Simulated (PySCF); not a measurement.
# Spinor energies of Ru²⁶⁺ (ruthenium, charge +26)

Start: [Ar]. Calculated with PySCF 2.14 in an uncontracted even-tempered set (19 s from 1.2 bohr⁻², ratio 2.6; 14 p from 1.6 bohr⁻², ratio 2.6; 6 d from 1.7 bohr⁻², ratio 2.8; 3 f from 32 bohr⁻², ratio 2.8): generalised Hartree-Fock with the X2C-1e Hamiltonian and a Gaussian nucleus; spin-orbit coupling (SO) screened by Boettger's factors.

```
spinor shell  electrons  ε, screened SO (eV)  weight of nominal j (screened SO)  rms radius, screened SO (bohr)
       1s1/2          2             -23423.4                              1.000                          0.0384
       2s1/2          2              -4442.6                              1.000                           0.156
       2p1/2          2              -4191.3                              1.000                           0.135
       2p3/2          4              -4056.7                              1.000                           0.140
       3s1/2          2              -1578.4                              1.000                           0.388
       3p1/2          2              -1478.9                              1.000                           0.377
```

Question: Where does 3p3/2 lie, and what is the 3p spin-orbit splitting (screened SO)?

Answer: At -1448.9 eV, 30.028 eV above 3p1/2.

```json
{"quantity": "E (hartree)", "screened SO": "-4084.48498"}
{"quantity": "M_J", "screened SO": "0"}
{"quantity": "⟨J²⟩", "screened SO": "0.000"}
{"quantity": "⟨L²⟩", "screened SO": "0.006"}
{"quantity": "⟨S²⟩", "screened SO": "0.006"}
```

Breit and QED terms are absent; they matter most for the inner s and p1/2 levels.

Densities and radii are taken from the X2C orbitals without a picture-change correction, which distorts them close to the nucleus.
